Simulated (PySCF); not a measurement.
## Pd (palladium, neutral) across methods

[Kr] 4d9 5s1, high-spin 3D determinant (an excited configuration). All numbers are calculated (PySCF 2.14, a scalar-relativistic core potential, in aug-cc-pVDZ-PP with ECP28MDF).

```
method  E (hartree)  mean ε 4d α (eV)  mean ε 4d β (eV)  mean ε 5s α (eV)  Σ⟨r²⟩ (bohr²)   ⟨S²⟩
   UHF   -126.60904           -13.180           -11.982            -6.476          47.51  2.002
 HSE06    -127.4038            -8.295            -7.337            -5.042          46.72  2.001
 B3LYP    -127.4627            -8.386            -7.504            -5.320          46.85  2.000
   PBE    -127.4259            -7.003            -6.093            -4.811          46.98  2.001
 TPSSh    -127.3629            -7.634            -6.694            -4.965          46.77  2.001
   LDA    -127.1744            -7.209            -6.303            -5.078          46.90  2.000
r2SCAN    -127.4477            -7.236            -6.188            -5.043          46.42  2.002
  PBE0    -127.4052            -8.703            -7.734            -5.373          46.70  2.001
PBEsol    -127.2491            -7.012            -6.082            -4.873          46.86  2.001
```

Energies and moments cover only the electrons outside the core potential.
